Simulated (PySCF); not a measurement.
# Tl (thallium, neutral) across methods

[Xe] 4f14 5d10 6s2 6p1, 2P determinant. Calculation: PySCF 2.14, in def2-TZVPPD with the def2 core potential (60 electrons); a scalar-relativistic core potential.

```
method  E (hartree)  mean ε 6s α (eV)  mean ε 6s β (eV)  mean ε 6p α (eV)  Σ⟨r²⟩ (bohr²)   ⟨S²⟩
 HSE06    -172.4971           -10.275            -9.660            -3.055          62.74  0.752
  BLYP    -172.4859            -9.512            -9.191            -2.519          63.42  0.751
   UHF   -171.51504           -12.883           -11.509            -5.237          63.57  0.759
   PBE    -172.5353            -9.648            -9.207            -2.680          63.04  0.751
   LDA    -172.2577            -9.955            -9.576            -2.754          62.77  0.751
revPBE    -172.5878            -9.566            -9.105            -2.650          63.03  0.751
 TPSSh    -172.4453           -10.047            -9.433            -2.978          62.53  0.752
r2SCAN    -172.5785            -9.917            -9.356            -2.898          62.21  0.754
```

Q: Estimate the same row for PBE0.

A: E (hartree) = -172.4987; mean ε 6s α (eV) = -10.675; mean ε 6s β (eV) = -10.012; mean ε 6p α (eV) = -3.425; Σ⟨r²⟩ (bohr²) = 62.59; ⟨S²⟩ = 0.752.

Energies and moments cover only the electrons outside the core potential. Spin-orbit coupling, absent here, splits the open shell strongly.
